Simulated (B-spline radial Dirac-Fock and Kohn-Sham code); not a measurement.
Auger decay of the 3d5/2 hole in I⁻

System: I⁻ in the configuration [Kr] 4d10 5s2 5p6, inside a Watson sphere of charge +1 and radius 1.87 Å (a model of the Madelung potential; inside it an electron's potential energy is lowered by 7.7 eV).

Level of theory: one-electron (LDA, Dirac) transition rates at Dirac-Fock energies; a radial atomic solver. Kinetic energies are configuration averages from the vacuum level; the two-hole energies are estimated from single-hole states.

```
transition  kinetic energy (eV)  width (meV)  share (%)
   M5-N2N3                317.1         10.3        1.7
   M5-N3N3                327.9         7.56        1.2
   M5-N1N4                350.6         7.55        1.2
   M5-N1N5                352.4         73.5       12.0
   M5-N2N5                403.1         67.5       11.0
   M5-N3N5                415.7          112       18.3
   M5-N4N5                498.8          133       21.7
   M5-N5N5                500.8          154       25.1
   M5-N5O1                538.2         8.94        1.5
   M5-N5O3                553.0         11.0        1.8
```

The listed channels hold 95 % of the non-radiative rate. Summed by principal shells, of 0.613 eV in all: MNN 94.8 %, MNO 5.2 %.

Values without a named source are computed, but for edge energies of neutral atoms, which are taken from tables.
